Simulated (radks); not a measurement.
Values are calculated unless marked as measured or tabulated.
Spin polarisation of the 4d2 shell in Zr2+. Start: [Kr] 4d(up 1, down 1); electrons of 4d are moved from spin down to spin up, other shells keep equal spins. Level of theory: scalar-relativistic Kohn-Sham, PBE, spin-polarised, spherical densities, point nucleus (a radial shooting solver on a logarithmic mesh with Libxc functionals).

| moment (Bohr magnetons) | E - E(0) (eV) | e(4d up) (eV) | e(4d down) (eV) | 4p down minus up (eV) |
|---|---|---|---|---|
| 0 | 0.000 | -17.300 | -17.300 | 0.000 |
| 0.5 | -0.047 | -17.480 | -17.104 | 0.328 |
| 1 | -0.188 | -17.646 | -16.892 | 0.656 |
| 1.5 | -0.425 | -17.798 | -16.659 | 0.986 |
| 2 | -0.761 | -17.937 | -16.372 | 1.319 |

At moment 2 the spin-polarisation energy is -0.761 eV and the 4d exchange splitting 1.566 eV, that is 0.783 eV per Bohr magneton; E = -I m^2/4 would give I = 0.761 eV.
